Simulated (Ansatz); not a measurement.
```yaml
crystal:
  periodic: [false, false, false]
  atoms:
    - {symbol: Cl, position_ang: [0.964776, -1.797034, -1.507075]}
    - {symbol: Si, position_ang: [-0.003359, -0.857236, 0.018318]}
    - {symbol: C, position_ang: [-0.156981, 0.963413, -0.004954]}
    - {symbol: S, position_ang: [1.031868, 0.366906, 1.323898]}
    - {symbol: h, position_ang: [-1.080878, -1.730485, 0.511768]}
    - {symbol: H, position_ang: [0.340662, 1.528341, -0.787407]}
    - {symbol: H, position_ang: [-1.034889, 1.458095, 0.399652]}
basis:
  gaussian: {orbitals: aug-pcseg-2}
hamiltonian: {xc: {name: wPBEh}}
accuracy: high
```

```sh
$ ansatz run in.yaml --threads 2 --pin off --events-out ev --progress --plain --max-ram 4352MiB
```

Shortened log:

```
Error: YAML parse error: error: line 8 column 16: `h` is not an element symbol (H … Og, case-exact)
 6 |     - {symbol: C, position_ang: [-0.156981, 0.963413, -0.004954]}
 7 |     - {symbol: S, position_ang: [1.031868, 0.366906, 1.323898]}
 8 |     - {symbol: h, position_ang: [-1.080878, -1.730485, 0.511768]}
 9 |     - {symbol: H, position_ang: [0.340662, 1.528341, -0.787407]}
10 |     - {symbol: H, position_ang: [-1.034889, 1.458095, 0.399652]}
```

(1) What is wrong with this run?

Results:

(1) An element symbol is wrong. The input was rejected before any iteration.
